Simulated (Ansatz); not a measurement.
`C#C[Si](F)(Cl)Cl` + `N=C=O` → `O=C=N[Si](F)(Cl)Cl` + `C#C` at 700 K and 1 bar (ligand exchange at the Si–C bond).

Program: Ansatz. Geometries: PBE0-D4/def2-TZVP. ΔE: electronic, gas phase. CCSD(T)/CBS is the MP2 limit (def2-TZVPP, def2-QZVPP) plus CCSD(T) − MP2 in def2-TZVPP, frozen cores. This one scheme is used for every species. Each species was taken in one conformer, which may not be the lowest.

```
             species  CCSD(T)/CBS energy (Eh)  H − E (kJ/mol)  S (J/(mol·K))
  `C#C[Si](F)(Cl)Cl`              -1385.25733           140.2          463.7
             `N=C=O`               -168.51995            89.3          283.6
`O=C=N[Si](F)(Cl)Cl`              -1476.57281           130.0          496.6
               `C#C`                -77.22717           102.1          244.4
```

H − E and S are ideal-gas, rigid-rotor, harmonic terms from PBE0-D4/def2-TZVP, for one conformer and one mirror image of each species. 1 Eh = 2625.50 kJ/mol, R = 8.31446 J/(mol·K).

By hand: ΔE, ΔH, ΔS and ΔG.

ΔE = (-1476.57281) + (-77.22717) − (-1385.25733) − (-168.51995) = -0.02270 Eh = -59.6 kJ/mol. Δ(H − E) = 130.0 + 102.1 − 140.2 − 89.3 = 2.6, so ΔH = -57.0 kJ/mol. ΔS = 496.6 + 244.4 − 463.7 − 283.6 = -6.3 J/(mol·K). ΔG = -57.0 − 700 × (-6.3)/1000 = -52.6 kJ/mol.

By hand: the equilibrium constant, and the temperature at which ΔG would vanish if ΔH and ΔS stayed fixed.

log₁₀ K = −ΔG/(RT ln 10) = 3.9. ΔG = 0 at ΔH/ΔS = 9048 K, far beyond where these terms or the molecules hold.

The number of gas molecules stays the same, so ΔS is small and ΔH decides. A doubt of 5 kJ/mol in ΔE shifts log₁₀ K by 0.4 here. Other conformers and mirror images would add mixing entropy, several J/(mol·K) or more a flexible species. Modes under 60 cm⁻¹, often nearly free rotors, make the harmonic entropy too high. These are equilibria of isolated gas molecules and say nothing of rates. Largest T1 diagnostic: 0.018 (customary marks: 0.02 for closed shells, 0.045 for open ones).
